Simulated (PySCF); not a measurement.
FGeH3Mg, SMILES [F][Mg][GeH3].

Coordinates come from a PBE0-D3(BJ)/def2-TZVP optimisation.

Method: TDA-B3LYP/def2-SVPD (PySCF).

Vertical excitations; the highest root listed may be one member of a degenerate set.  State labels are in the subgroup Cs.

| state | symmetry | energy (eV) | λ (nm) | f | main pairs |
|---|---|---|---|---|---|
| S1 | A' | 5.51 | 225 | 0.495 | HOMO→LUMO 95 % |
| S2 | A" | 5.74 | 216 | 0.161 | HOMO→LUMO+2 (degenerate set) |
| S3 | A' | 5.74 | 216 | 0.161 | HOMO→LUMO+1 (degenerate set) |
| S4 | A' | 6.82 | 182 | 0.025 | HOMO−2→LUMO (degenerate set) |
| S5 | A" | 6.82 | 182 | 0.025 | HOMO−1→LUMO (degenerate set) |
| S6 | A' | 6.94 | 179 | 0.031 | HOMO→LUMO+3 94 % |
| S7 | A" | 7.03 | 176 | 0.053 | HOMO−3→LUMO (degenerate set) |
| S8 | A' | 7.03 | 176 | 0.053 | HOMO−4→LUMO (degenerate set) |
| S9 | A" | 7.23 | 172 | 0.000 | HOMO−1→LUMO+1 49 %, HOMO−2→LUMO+2 49 % |
| S10 | A' | 7.38 | 168 | 0.011 | HOMO→LUMO+5 57 %, HOMO−2→LUMO+1 16 %, HOMO−1→LUMO+2 16 % |
| T1 | A' | 4.37 | 284 | 0 | HOMO→LUMO 98 % |
| T2 | A" | 4.78 | 259 | 0 | HOMO→LUMO+2 (degenerate set) |
| T3 | A' | 4.78 | 259 | 0 | HOMO→LUMO+1 (degenerate set) |
| T4 | A" | 6.52 | 190 | 0 | HOMO−1→LUMO 92 % |
Triplets are in the Tamm–Dancoff approximation.
